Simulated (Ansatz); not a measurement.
Ideal-gas functions of F₂HSSi, SMILES `F[SiH](F)[S]` radical at 800 K and 1 bar, from an Ansatz frequency run at PBE0-D4/def2-TZVP.

Molar mass 99.16 g/mol, point group Cs (symmetry number 1), electronic degeneracy 2, moments of inertia 69.958, 151.367, 201.961 u Å². Harmonic wavenumbers (cm⁻¹, unscaled): 170, 257, 341, 506, 765, 810, 896, 960, 2283.

Use S(trans) = R[1.5 ln M + 2.5 ln T − 1.1517]; rotational temperatures θ = 24.2544 K / I; S(rot) = R[ln(√π/σ · √(T³/θAθBθC)) + 1.5]; for each mode x = 1.438777 ν̃/T, S = R[x/(eˣ − 1) − ln(1 − e⁻ˣ)] and H = RT x/(eˣ − 1); 1 cm⁻¹ = 0.0119627 kJ/mol; R = 8.31446 J/(mol·K).

Q: By hand: the entropy, in J/(mol·K).

A: Translation 186.7. Rotation: θ = 0.3467, 0.1602, 0.1201 K, giving 121.4. Vibration, mode by mode: 18.20, 14.80, 12.51, 9.38, 6.29, 5.88, 5.19, 4.74, 0.71, in all 77.7. Electronic 5.8. Sum 391.6 J/(mol·K).

Q: By hand: H − E and G − E in kJ/mol, counted from the electronic energy.

A: Zero-point energy ½ × 6988 × 0.0119627 = 41.8; thermal vibration 31.5; translation, rotation and pV give 4 RT = 26.6. H − E = 99.9 kJ/mol, and G − E = 99.9 − 800 × 391.6/1000 = -213.4 kJ/mol.

Vibration gives 20 % of the entropy.
